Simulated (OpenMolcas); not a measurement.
**S²⁺: Slater's ratio, worked from levels**

```json
{
 "Program": "OpenMolcas",
 "Basis": "ANO-RCC-VQZP [6s5p3d2f1g]",
 "Scalar Hamiltonian": "DKH2, point nucleus",
 "Active space": "2 electrons in 9 orbitals (RAS2 3p; RAS3 3d 4s, at most 1 electron)",
 "State averaging": "2S+1 = 3 even, 3 roots; 2S+1 = 1 even, 6 roots; 2S+1 = 3 odd, 18 roots; 2S+1 = 1 odd, 18 roots",
 "Spin-orbit coupling": "RASSI with atomic mean-field integrals over the reference wave functions, term energies averaged over their components"
}
```

Methods: RASSCF; MS-RASPT2, IPEA 0.25 Eh, imaginary shift 0.1 Eh (closed shells correlated: 2s 2p 3s). Measured levels: NIST levels in Podobedova, Kelleher and Wiese, J. Phys. Chem. Ref. Data 38, 171 (2009).

**Slater's ratio.** With one set of orbitals, p2 has ¹D - ³P = 6 F2 and ¹S - ¹D = 9 F2 (F2 = F²/25), a ratio of 3/2. Term energies are centres of gravity, weighted by 2J + 1.

```csv
Source,¹D - ³P,¹S - ³P,F2 from the first,Ratio
RASSCF,13770,34174,2295,1.482
MS-RASPT2,10641,31877,1774,1.996
measured,10760,26599,1793,1.472
```

Energies in cm-1. A ratio away from 3/2 shows effects beyond one configuration with one set of orbitals, and in heavier atoms second-order spin-orbit shifts.

Term energies are means over components that CASPT2 splits; among the terms shown or strongly mixed into the levels shown the widest spread is 180 cm-1 (3s² 3p² ¹D, MS-RASPT2). Over all roots computed the reference weight is 0.87 to 0.97 in MS-RASPT2; the roots of lowest weight are the least certain, and an intruder state may touch them. With the s shell closed, the reference lacks s² → p² mixing. Some terms miss by over 15 % even with CASPT2, which points to a basis or an active space too small for the shells correlated (holds for MS-RASPT2). Computed and measured levels are paired by configuration, term and J; levels that our copy of the source lacks, or whose pairing is in doubt (as where it misses far off the trend of its configuration), stay unpaired and out of the deviations. Levels of configurations outside the active space are missing.
